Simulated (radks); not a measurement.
The numbers below are computed, except where a source is named.
Question: Ionisation of the germanium ion Ge+, [Ar] 3d10 4s2 4p1, to [Ar] 3d10 4s2 as the strength of local exchange is varied. Level of theory: non-relativistic Kohn-Sham, Slater X-alpha exchange (alpha = 2/3 is LDA exchange), no correlation, spin-polarised, spherical densities, point nucleus; open shells are filled with parallel spins first (a radial shooting solver on a logarithmic mesh with Libxc functionals).

alpha  E(Ge+) (hartree)  exchange (hartree)  IE (eV)  -e of the level emptied (eV)  <r> of it (bohr)
0.659       -2069.87964           -71.79146   14.798                   10.829 (4p)             2.588
0.806       -2085.95565           -88.48333   16.254                   12.253 (4p)             2.482
0.864       -2092.33254           -95.13665   16.847                   12.837 (4p)             2.443
0.894       -2095.63846           -98.59296   17.158                   13.144 (4p)             2.424
0.946       -2101.38088          -104.60799   17.703                   13.684 (4p)             2.392
1.046       -2112.46727          -116.26113   18.775                   14.749 (4p)             2.332
x           -2070.75134           -72.69355   14.875                   10.905 (4p)             2.582

Which alpha was used in the last row?

Answer: alpha = 0.667. NIST Atomic Spectra Database: 15.935 eV (measured). The Delta-SCF value meets it near alpha = 0.77. Open shells are spherical and high-spin; term and fine-structure splittings are not resolved.
